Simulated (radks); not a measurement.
Problem. These are the eigenvalues of the occupied orbitals of an atom or ion with whole-number occupations (eV). Method: Dirac Kohn-Sham, PBE, spin-unpolarised, spherical densities, finite nucleus; Fermi nuclear charge, rms radius of each element as measured or else 0.836 A^(1/3) + 0.57 fm; computed with a radial shooting solver on a logarithmic mesh with Libxc functionals.

| orbital | eigenvalue |
|---|---|
| 1s1/2 | -78280.47 |
| 2s1/2 | -13748.70 |
| 2p1/2 | -13181.42 |
| 2p3/2 | -11452.56 |
| 3s1/2 | -3235.441 |
| 3p1/2 | -2979.914 |
| 3p3/2 | -2599.880 |
| 3d3/2 | -2173.002 |
| 3d5/2 | -2091.085 |
| 4s1/2 | -701.5973 |
| 4p1/2 | -593.0168 |
| 4p3/2 | -502.5156 |
| 4d3/2 | -324.3547 |
| 4d5/2 | -307.5227 |
| 5s1/2 | -109.7300 |
| 4f5/2 | -79.9942 |
| 4f7/2 | -76.5407 |
| 5p1/2 | -75.1420 |
| 5p3/2 | -60.2564 |
| 5d3/2 | -15.1519 |
| 5d5/2 | -13.7808 |

Which element is it, and in what charge state? The configuration may be excited. Open shells, if any, are shared by 2j + 1.

Solution. Z = 78, platinum, charge +1: Pt+ in [Xe] 4f14 5d9. The list shows which subshells hold electrons but not how many an open one holds; the 1s level, -2876.8 hartree, gives Z - s = 75.9 by -(Z - s)^2/2, which with screening and relativity narrows Z to a few neighbours, and the depths of the outer levels then fix element, charge and occupations together.
